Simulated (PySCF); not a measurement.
How methods differ on the ionisation energy of B⁺

B⁺ [He] 2s2 (1S) → B²⁺ [He] 2s1 (2S), as a difference of total energies. All numbers are calculated (PySCF 2.14, the spin-free X2C one-electron Hamiltonian (Gaussian nucleus), in x2c-TZVPall). Correlated levels: valence: 1s2 frozen. The calculations carry no spin-orbit coupling.

| method | ionisation energy (eV) | error (eV) |
| --- | --- | --- |
| UHF | 23.447 | -1.708 |
| LDA | 24.550 | -0.605 |
| r2SCAN | 24.260 | -0.895 |
| MP2 (valence) | 24.412 | -0.743 |
| SCS-MP2 (valence) | 24.604 | -0.551 |
| CCSD (valence) | 25.065 | -0.090 |

Reference: 25.155 eV (measured; NIST Atomic Spectra Database, ionization energies).

Errors of the correlated levels include the incompleteness of this basis and the frozen core.

With two correlated electrons CCSD is exact in that space.

The coupled-cluster amplitudes are large for B⁺ (T1 above 0.03 or a double amplitude above 0.15), so a single reference is strained.
